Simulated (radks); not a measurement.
Values are calculated unless marked as measured or tabulated.
All-electron atom: Nb I in [Kr] 4d4 5s1 (the NIST ground configuration). Level of theory: Dirac Kohn-Sham, PBEsol, spin-unpolarised, spherical densities, point nucleus; open shells fill j = l - 1/2 first (a radial shooting solver on a logarithmic mesh with Libxc functionals). Some entries of the table are withheld. Estimate them.

orbital  occ.  eigenvalue (hartree)  <r> (bohr)
1s1/2       2             -690.4333     0.03611
2s1/2       2             -96.55592      0.1578
2p1/2       2             -88.62613      0.1346
2p3/2       4             -85.10980      0.1391
3s1/2       2                   (1)      0.4434
3p1/2       2             -13.11108      0.4388
3p3/2       4             -12.54128      0.4494
3d3/2       4              -7.26593         (2)
3d5/2       6              -7.15981         (3)
4s1/2       2              -2.13847       1.159
4p1/2       2              -1.31544       1.283
4p3/2       4              -1.23806       1.315
5s1/2       1              -0.14651       3.710
4d3/2       4              -0.11305       2.205
4d5/2       0              -0.10740       2.241

Answer. 
(1) 3s1/2 eigenvalue (hartree): -16.09598
(2) 3d3/2 <r> (bohr): 0.4311
(3) 3d5/2 <r> (bohr): 0.4346
